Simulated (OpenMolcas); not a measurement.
# Pd I: from CASSCF to CASPT2

- Program: OpenMolcas 26.06
- Basis: ANO-RCC-VQZP [8s7p5d3f2g1h]
- Scalar Hamiltonian: DKH2, point nucleus
- Active space: 10 electrons in 11 orbitals (4d 5s 5d)
- State averaging: 2S+1 = 1 even, 6 roots; 2S+1 = 3 even, 5 roots kept (CI in the orbitals of an earlier block)
- Spin-orbit coupling: state interaction with AMFI integrals over the reference wave functions, term energies averaged over their components

Methods on the same reference wave functions:
A. CASSCF
B. SS-CASPT2, IPEA 0.25 Eh, imaginary shift 0.1 Eh (closed shells correlated: 4s 4p)

Energies in eV above 4d10 1S0, the measured ground level; measured values from NIST Handbook of Basic Atomic Spectroscopic Data.

| Level | A | B | Measured |
| --- | --- | --- | --- |
| 4d10 1S0 | 0.0000 | 0.0000 | 0.0000 |
| 4d9 5s 3D3 | 0.4494 | 0.853 | 0.8139 |
| 4d9 5s 3D2 [72 %] | 0.6133 | 0.989 | 0.9615 |
| 4d9 5s 3D1 | 0.8907 | 1.294 | 1.2515 |
| 4d9 5s 1D2 [72 %] | 1.1502 | 1.458 | 1.4533 |

Deviations, from unrounded energies. A percentage is the sum of absolute deviations over the sum of measured energies, with the sign that they share, or ± where signs differ.

```json
{"Against measurement": "mean absolute deviation (cm-1)", "Levels": "4", "A": "2800", "B": "230"}
{"Against measurement": "other configurations (%)", "Levels": "4", "A": "-30.7", "B": "+2.5"}
```

B lies closest to measurement on these levels. The largest miss of B in the table is 4d9 5s 3D1, by +340 cm-1. The ranking rests on the paired levels alone, and a cruder setting can come out closer through cancelling errors.

The lowest spin-free term lies below A's lowest term by 0.630 hartree in B.

Term energies are means over components that CASPT2 splits; among the terms shown or strongly mixed into the levels shown the widest spread is 83 cm-1 (4d9 5s 1D, B). Terms from blocks run as CI alone lack orbitals of their own. Active for correlation alone: 5d; no level in the range computed is led by a configuration that fills it, so any true level of that kind is missing. Without dynamic correlation excited terms often stand tens of per cent too high (terms of higher spin than the ground term too low), and those without a measured partner can miss by more than the paired ones (holds for A). Computed and measured levels are paired by configuration, term and J; levels that our copy of the source lacks, or whose pairing is in doubt (as where it misses far off the trend of its configuration), stay unpaired and out of the deviations. Where the source uses jj or jK labels, the order within each J decides. Levels of configurations outside the active space are missing.

A share in square brackets marks a mixed level and gives the weight of the term that names it, the lowest over the columns.
